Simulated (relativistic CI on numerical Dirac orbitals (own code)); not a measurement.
**One change at a time: Ce⁵⁶⁺**

Base calculation: Dirac-Coulomb-Breit CI, KLI orbitals optimised for each configuration, model QED, unscaled Slater integrals.

CI space: 1s2, 1s 2s, 1s 2p, 1s 3s, 1s 3p, 1s 3d, 1s 4s, 1s 4p, 1s 4d, 1s 4f, 1s 5s, 1s 5p, 1s 5d, 1s 5f, 1s 5g, 1s 6s, 1s 6p, 1s 6d, 2s2. Levels of other configurations are missing.

Variants: (1) QED terms removed. Shifts of the energy above 1s2 1S_0, in eV, for the lowest level and the first level of each name with at least 55 % of one term (blank where a level changes its place among those of its configuration and J or its character, or is not in the variant):

| Level | Base | Δ(1) |
| --- | --- | --- |
| 1s2 1S_0 | 0.0 | 0.0 |
| 1s 2s 3S_1 | 35015.3 | +45.2 |
| 1s 2p 3P°_1 | 35099.9 | +53.6 |
| 1s 2p 3P°_0 | 35110.2 | +53.6 |
| 1s 2s 1S_0 | 35111.6 | +45.2 |
| 1s 2p 3P°_2 | 35631.5 | +52.8 |
| 1s 2p 1P°_1 | 35669.7 | +52.8 |
| 1s 3s 3S_1 | 41662.5 | +51.4 |
| 1s 3p 3P°_1 | 41685.5 | +53.9 |
| 1s 3s 1S_0 | 41688.2 | +51.4 |
| 1s 3p 3P°_0 | 41688.2 | +53.9 |
| 1s 3p 3P°_2 | 41843.6 | +53.6 |
| 1s 3d 3D_2 | 41852.3 | +54.0 |
| 1s 3d 3D_1 | 41854.2 | +54.0 |

At this charge energies of transitions that change n are usually good to better than 1 %, and those within a shell (Δn = 0) to a few per cent.

Ionisation energy from the two ground configurations alone: base 46837.3 eV; QED terms removed 46891.3 eV. The NIST ASD value (theoretical) is 46840.3 eV.

LS names give the leading component of a level, which can be under half, so a name can repeat, a term be missing and a line seem to break the LS rules.
